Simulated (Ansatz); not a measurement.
Consider the formal exchange of groups at a C–C bond: `N#CC(C#N)(C#N)C#N` + CH₄ → `CC(C#N)(C#N)C#N` + `C#N`.

Calculated with Ansatz (gas phase, PBE0-D4/def2-TZVP geometries, no zero-point term in ΔE). CBS: MP2 limit from def2 TZ/QZ plus the TZ coupled-cluster correction, frozen cores. This one scheme is used for every species. DFT in def2-TZVPP.

| level | ΔE (kJ/mol) |
| --- | --- |
| CAM-B3LYP-D4 | -65.3 |
| BLYP | -52.7 |
| r2SCANh | -65.1 |
| BHLYP | -69.3 |
| CCSD/def2-SVP | -59.9 |
| CCSD(T)/def2-SVP | -57.3 |
| MP2/def2-TZVPP | -59.6 |
| MP2/def2-QZVPP | -61.5 |

(1) What does CCSD(T)/CBS give? (An estimate is asked.)

Largest T1 diagnostic among the species: 0.015.

Results:

(1) The calculation gave: -66.9 kJ/mol. The listed levels differ from it by 1.6, 14.2, 1.8, -2.4, 7.0, 9.6, 7.3, 5.4 kJ/mol.

From BLYP to BHLYP (50 % exact exchange), in def2-TZVPP and without D4, ΔE moves by −16.6 kJ/mol. At CCSD(T), def2-SVP lies +9.5 kJ/mol from the extrapolated value and def2-TZVPP +3.2 kJ/mol. In def2-TZVPP, CCSD(T) changes the Hartree–Fock value by +15.8 kJ/mol (the triples alone add +2.8 kJ/mol) and MP2 by +19.9 kJ/mol.
